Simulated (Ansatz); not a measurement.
Steps of a relaxation of ClH6MgNSi2, SMILES `[SiH3][N]([SiH3])[Mg][Cl]` with RKS PBE0-D4/def2-TZVP.

```sh
$ ansatz run in.yaml --threads 4 --pin off --events-out ev --progress --plain --max-ram 10444MiB
```

```yaml
crystal:
  periodic: [false, false, false]
  atoms:
    - {symbol: Si, position_ang: [-1.412580, -0.728148, 0.536849]}
    - {symbol: N, position_ang: [-0.020699, 0.098724, -0.124215]}
    - {symbol: Si, position_ang: [1.614513, -0.123813, 0.454103]}
    - {symbol: Mg, position_ang: [-0.298276, 1.339318, -1.575375]}
    - {symbol: Cl, position_ang: [-0.619050, 2.758273, -3.232187]}
    - {symbol: H, position_ang: [-1.659414, -0.415148, 1.994115]}
    - {symbol: H, position_ang: [-2.620435, -0.256650, -0.250373]}
    - {symbol: H, position_ang: [-1.335305, -2.230507, 0.402561]}
    - {symbol: H, position_ang: [1.798626, 0.271239, 1.899950]}
    - {symbol: H, position_ang: [2.503172, 0.770934, -0.390198]}
    - {symbol: H, position_ang: [2.114846, -1.541224, 0.305468]}
basis:
  gaussian: {orbitals: def2-TZVP}
hamiltonian: {xc: pbe0, dispersion: d4}
relax: {f_tol: 0.005, max_steps: 150}
```

Positions (Å) and forces (eV/Å) along the path, 7 of 7 steps:

```xyz
11
step=1 energy=-35300.0899 eV
Si   -1.413   -0.728    0.537    0.406    0.241   -0.199
N    -0.021    0.099   -0.124    0.076   -0.313    0.382
Si    1.615   -0.124    0.454   -0.481    0.057   -0.182
Mg   -0.298    1.339   -1.575   -0.001   -0.001   -0.001
Cl   -0.619    2.758   -3.232    0.056   -0.248    0.289
H    -1.659   -0.415    1.994    0.071   -0.063   -0.348
H    -2.620   -0.257   -0.250    0.265   -0.087    0.163
H    -1.335   -2.231    0.403   -0.001    0.352    0.026
H     1.799    0.271    1.900   -0.057   -0.082   -0.336
H     2.503    0.771   -0.390   -0.203   -0.185    0.179
H     2.115   -1.541    0.305   -0.131    0.329    0.027
11
step=2 energy=-35300.1439 eV
Si   -1.399   -0.723    0.532    0.316    0.210   -0.165
N    -0.020    0.096   -0.120    0.049   -0.204    0.237
Si    1.599   -0.125    0.451   -0.380    0.073   -0.152
Mg   -0.296    1.327   -1.561    0.006   -0.029    0.035
Cl   -0.613    2.732   -3.202    0.018   -0.078    0.090
H    -1.639   -0.410    1.974    0.006   -0.022   -0.074
H    -2.592   -0.251   -0.248    0.042   -0.031    0.041
H    -1.317   -2.209    0.398   -0.012    0.076    0.008
H     1.778    0.270    1.881   -0.002   -0.024   -0.071
H     2.475    0.764   -0.385   -0.024   -0.044    0.042
H     2.090   -1.528    0.301   -0.019    0.075    0.011
11
step=3 energy=-35300.1547 eV
Si   -1.388   -0.715    0.527    0.016    0.013   -0.020
N    -0.019    0.092   -0.115    0.009   -0.038    0.052
Si    1.586   -0.122    0.446   -0.022    0.003   -0.015
Mg   -0.293    1.317   -1.550   -0.002    0.005   -0.007
Cl   -0.609    2.714   -3.183   -0.001    0.006   -0.008
H    -1.632   -0.407    1.964   -0.005    0.005    0.011
H    -2.582   -0.250   -0.248   -0.008    0.010   -0.008
H    -1.312   -2.197    0.394   -0.002   -0.014   -0.002
H     1.769    0.268    1.872    0.004    0.009    0.010
H     2.465    0.762   -0.385    0.002    0.011   -0.008
H     2.080   -1.519    0.298    0.008   -0.012   -0.005
11
step=4 energy=-35300.1550 eV
Si   -1.389   -0.716    0.527   -0.005    0.007   -0.005
N    -0.019    0.090   -0.112    0.006   -0.025    0.027
Si    1.587   -0.122    0.446    0.002    0.010   -0.007
Mg   -0.293    1.315   -1.548   -0.001    0.005   -0.005
Cl   -0.609    2.713   -3.181    0.000    0.000   -0.001
H    -1.635   -0.407    1.964   -0.004   -0.002    0.001
H    -2.581   -0.246   -0.250    0.000    0.003   -0.005
H    -1.314   -2.198    0.393   -0.004   -0.001   -0.001
H     1.772    0.271    1.872    0.004   -0.001    0.001
H     2.463    0.764   -0.387   -0.001    0.003   -0.005
H     2.083   -1.520    0.296    0.004    0.001    0.000
11
step=5 energy=-35300.1555 eV
Si   -1.394   -0.716    0.527    0.014    0.001    0.001
N    -0.017    0.084   -0.103    0.003   -0.008    0.011
Si    1.592   -0.121    0.446   -0.014   -0.006    0.003
Mg   -0.292    1.308   -1.540   -0.002    0.005   -0.005
Cl   -0.609    2.704   -3.176    0.001   -0.003    0.003
H    -1.648   -0.409    1.964   -0.004   -0.002   -0.001
H    -2.578   -0.237   -0.257   -0.004    0.004   -0.005
H    -1.328   -2.199    0.389   -0.005    0.001    0.001
H     1.785    0.274    1.871    0.005    0.000   -0.002
H     2.458    0.770   -0.393    0.001    0.006   -0.006
H     2.095   -1.515    0.294    0.005    0.003    0.001
11
step=6 energy=-35300.1558 eV
Si   -1.398   -0.717    0.528   -0.003    0.004   -0.005
N    -0.015    0.077   -0.095    0.001   -0.001    0.002
Si    1.597   -0.120    0.447    0.001    0.007   -0.007
Mg   -0.291    1.301   -1.532    0.001    0.001    0.000
Cl   -0.607    2.696   -3.169    0.000   -0.002    0.002
H    -1.662   -0.412    1.962   -0.002    0.000    0.003
H    -2.573   -0.227   -0.265    0.002   -0.001    0.002
H    -1.345   -2.200    0.386   -0.001   -0.003    0.000
H     1.799    0.278    1.869    0.001    0.001    0.003
H     2.450    0.777   -0.401   -0.002   -0.003    0.003
H     2.111   -1.510    0.291    0.002   -0.003    0.000
11
step=7 energy=-35300.1558 eV
Si   -1.399   -0.717    0.528    0.000    0.000   -0.001
N    -0.015    0.075   -0.093    0.000    0.000    0.000
Si    1.598   -0.119    0.447    0.000    0.000    0.000
Mg   -0.290    1.300   -1.531    0.000    0.000    0.000
Cl   -0.606    2.694   -3.168    0.000    0.000    0.000
H    -1.664   -0.413    1.962    0.000    0.000    0.000
H    -2.573   -0.225   -0.265    0.000    0.000    0.000
H    -1.348   -2.200    0.384    0.000    0.000    0.000
H     1.802    0.278    1.869    0.000    0.000    0.000
H     2.448    0.779   -0.402   -0.001    0.000    0.000
H     2.114   -1.509    0.290    0.001    0.000    0.000
```

It took 27 s on 4 threads of an Arm Neoverse V2 on a shared host, with 0.68 GiB of host memory at the peak.
